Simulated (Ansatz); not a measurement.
`[SiH3][Ga]1[SiH2][O][GaH]1`, 11 atoms. Charge 0, multiplicity 1. Correlated methods include outer-core shells of Ga, which these sets cover unevenly. Scalar relativity is left out up to krypton. All runs use 4 threads of an Arm Neoverse V2 on a shared host. Correlated methods freeze the cores.

**Question.** How many basis functions does each run have, and how long does it take in Ansatz? RKS SPW92 (LDA)/def2-TZVPP energy; RKS ωB97X-V/def2-TZVPP energy; RKS ωB97M-V/def2-SVP energy; RKS PBE0-D4/def2-TZVP relaxation (41 steps); RKS PBE0-D4/def2-QZVPP energy; RHF-MP2/def2-TZVPP energy; RKS ωB97M-V/def2-QZVPP energy; RKS PBE0-D4/def2-SVP energy; RKS B97M-V/def2-TZVPP energy; RKS BLYP-D4/def2-TZVPP energy; RHF-MP2/def2-QZVPP energy; direct RPA on PBE orbitals/def2-TZVPP energy. (An estimate is asked.)

**Answer.** Computed: Other jobs shared the machine, so times are rough.

| level | job | functions | wall time | peak host memory (GiB) |
| --- | --- | --- | --- | --- |
| RKS PBE0-D4/def2-SVP | energy | 144 | 2 s | 0.4 |
| RKS SPW92 (LDA)/def2-TZVPP | energy | 295 | 2.1 s | 0.52 |
| RKS BLYP-D4/def2-TZVPP | energy | 295 | 3.6 s | 0.53 |
| RHF-MP2/def2-TZVPP | energy | 295 | 7.5 s | 0.93 |
| direct RPA on PBE orbitals/def2-TZVPP | energy | 295 | 8.5 s | 0.84 |
| RKS ωB97M-V/def2-SVP | energy | 144 | 9 s | 0.62 |
| RKS ωB97X-V/def2-TZVPP | energy | 295 | 16 s | 1.6 |
| RKS B97M-V/def2-TZVPP | energy | 295 | 17 s | 0.65 |
| RKS PBE0-D4/def2-QZVPP | energy | 555 | 21 s | 3 |
| RKS ωB97M-V/def2-QZVPP | energy | 555 | 39 s | 3.5 |
| RHF-MP2/def2-QZVPP | energy | 555 | 51 s | 4.2 |
| RKS PBE0-D4/def2-TZVP | relaxation (41 steps) | 237 | 4.6 min | 1 |
